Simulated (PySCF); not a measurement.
# `C=C[Si](C=C)(C=C)[Si](C)(C)C`, C9H18Si2

Geometry (Å), atoms numbered from 1 in this order:
```xyz
29

Si    0.3619    0.5807    0.2688
C     0.3158    0.5861    2.1635
C     1.3757    0.5669    2.9560
H    -0.6660    0.5808    2.6240
H     2.3768    0.5705    2.5560
H     1.3017    0.5505    4.0338
C     2.1780    0.5633   -0.2738
C     2.7965    1.5505   -0.9027
H     2.7392   -0.3408   -0.0646
H     2.2883    2.4724   -1.1368
H     3.8311    1.4944   -1.2088
C    -0.4121    2.1991   -0.3429
C    -0.8505    3.1803    0.4296
H    -0.5180    2.3087   -1.4167
H    -0.7717    3.1284    1.5036
H    -1.3011    4.0800    0.0358
Si   -0.7941   -1.2721   -0.5930
C    -2.6310   -1.2477   -0.0578
C    -0.7450   -1.2882   -2.5058
C    -0.0311   -2.9156    0.0216
H    -3.1835   -2.0881   -0.4687
H    -3.1233   -0.3382   -0.3895
H    -2.7254   -1.2928    1.0231
H    -1.2382   -0.4133   -2.9187
H     0.2777   -1.2878   -2.8714
H    -1.2390   -2.1648   -2.9158
H     0.9919   -3.0283   -0.3251
H    -0.0134   -2.9575    1.1067
H    -0.5913   -3.7775   -0.3305
```

Computed, not measured: GIAO PBE0/def2-SVP magnetisability, rotational g tensor and spin-rotation constants, non-relativistic, gas phase in PySCF 2.14.0. Geometry: GFN2-xTB.

(1) Give the nuclear spin-rotation constants along the inertial axes (H = +C I·J) beside the isotropic shieldings.

Answers

(1) Rotational constants 0.8994, 0.5545, 0.5523 GHz. A star marks the isotopologue with that one atom substituted, in its own axes.
```tsv
atom	isotope	Caa (kHz)	Cbb (kHz)	Ccc (kHz)	mean (kHz)	σ (ppm)
H4	1H	-0.087	-0.057	0.053	-0.030	25.2
H5	1H	-0.080	-0.055	0.041	-0.031	25.8
H6	1H	-0.081	-0.007	-0.003	-0.030	25.4
H9	1H	-0.082	0.023	-0.030	-0.030	25.2
H10	1H	-0.074	0.021	-0.039	-0.030	25.8
H11	1H	-0.079	-0.051	0.040	-0.030	25.4
H14	1H	-0.083	0.023	-0.030	-0.030	25.3
H15	1H	-0.075	0.008	-0.025	-0.031	25.8
H16	1H	-0.081	0.042	-0.052	-0.030	25.4
H21	1H	0.015	-0.069	-0.062	-0.039	31.7
H22	1H	-0.095	-0.010	-0.053	-0.053	31.7
H23	1H	-0.097	-0.035	-0.028	-0.053	31.7
H24	1H	-0.097	-0.002	-0.061	-0.053	31.7
H25	1H	-0.093	-0.064	-0.001	-0.053	31.7
H26	1H	0.014	-0.066	-0.065	-0.039	31.7
H27	1H	-0.098	-0.058	-0.004	-0.053	31.7
H28	1H	-0.093	-0.022	-0.042	-0.052	31.7
H29	1H	0.014	-0.063	-0.069	-0.039	31.7
Si1	29Si*	-0.502	-0.293	-0.292	-0.363	428.6
C2	13C*	0.166	0.177	0.222	0.188	63.5
C3	13C*	0.172	0.168	0.230	0.190	61.5
Si17	29Si*	-0.513	-0.297	-0.296	-0.369	420.8
C18	13C*	0.090	0.054	0.054	0.066	196.9
```
For the geometry as given, no vibrational averaging.
